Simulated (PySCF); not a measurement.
# One molecule, several mistakes: AlCH6O anion

These are calculations, not measurements. They come from PySCF 2.14.0, an open-source quantum chemistry program, on an isolated molecule that a program drew, which may never have been made. The molecule is AlCH6O anion (charge -1, singlet), drawn as the SMILES string `[CH3][AlH2-][OH]`.

Each row is a Hartree-Fock (HF) and frozen-core CCSD(T) single point in the aug-cc-pV(D+d)Z basis, meant for a local HF minimum. Run 1 is clean. Each other run has one planted mistake out of seven kinds, and not every kind appears here: one electron removed, one electron added, multiplicity raised by two, geometry at a saddle point, minimal basis STO-3G, one bond length entered in bohr, all coordinates scaled. The reference is restricted for singlets and unrestricted otherwise, and also for a bond in bohr. Adding or removing an electron swaps singlet and doublet. Electrons count all cores. HOMO and LUMO are orbital energies over both spins, the gradient is its largest component, and the lowest frequency (negative if imaginary) is given only where the gradient is small. Bond lengths are over the 8 bonds as drawn. T1 is the CCSD diagnostic: over 0.02 (restricted) or 0.045 (unrestricted) a single reference is doubtful.

Geometry of the clean run:
```xyz
9
AlCH6O anion, angstrom
C     1.1829   -2.1126   -0.8042
Al    0.9850   -0.2287   -0.0944
O     0.0252    0.6807   -1.2893
H     1.6883   -2.1265   -1.7801
H     0.2070   -2.5990   -0.9417
H     1.7694   -2.7524   -0.1291
H     2.4673    0.4807    0.1094
H     0.2133   -0.2258    1.3712
H    -0.1839    1.5715   -1.0749
```

```
run,electrons,basis functions,<S^2>,HOMO (eV),LUMO (eV),gradient (hartree/bohr),lowest frequency (cm^-1),mean bond (Å),longest bond (Å),T1,HF (hartree),CCSD(T) (hartree),mistake
1,34,132,0.000,-5.03,3.37,3.0e-05,104,1.4193,2.023,0.0126,-358.22884,-358.74544,no fault
2,34,132,2.011,0.44,1.53,1.0e-01,-,1.4193,2.023,0.0298,-358.07620,-358.56587,multiplicity raised by two
3,34,132,0.734,-1.50,3.43,3.4e-02,-,1.6443,3.823,0.0766,-358.12587,-358.63676,?
4,34,25,0.000,-0.94,20.64,8.7e-02,-,1.4193,2.023,0.0080,-353.63857,-353.79301,?
```

**Which mistake was planted in run 3, and what did it cost?**

The mean bond changes by a factor of 1.159 and the longest by 1.890, so the molecule wasn't scaled as a whole. A length L in bohr read as angstrom grows by (1/0.5292 - 1) L = 0.890 L. The 8 bonds together grew by 8 x 0.2250 = 1.800 Å, which gives L = 2.023 Å. That is bond C1-Al2, 2.023 Å in the clean geometry. So the mistake is: one bond length entered in bohr. Subtracting run 1 and multiplying by 627.51 kcal/mol a hartree, the energy moved by 64.6 kcal/mol in HF and 68.2 kcal/mol in CCSD(T).

**Which mistake was planted in run 4, and what did it cost?**

It has 25 basis functions where the clean run has 132, with the same electrons and geometry. So the mistake is: minimal basis STO-3G. Subtracting run 1 and multiplying by 627.51 kcal/mol a hartree, the energy moved by 2880.4 kcal/mol in HF and 3107.7 kcal/mol in CCSD(T).

Cautions from the logs. Run 2: the HOMO is above zero, so the electron isn't bound and the energy depends on the basis; run 3: T1 is over the limit, so its CCSD(T) energy is less reliable.
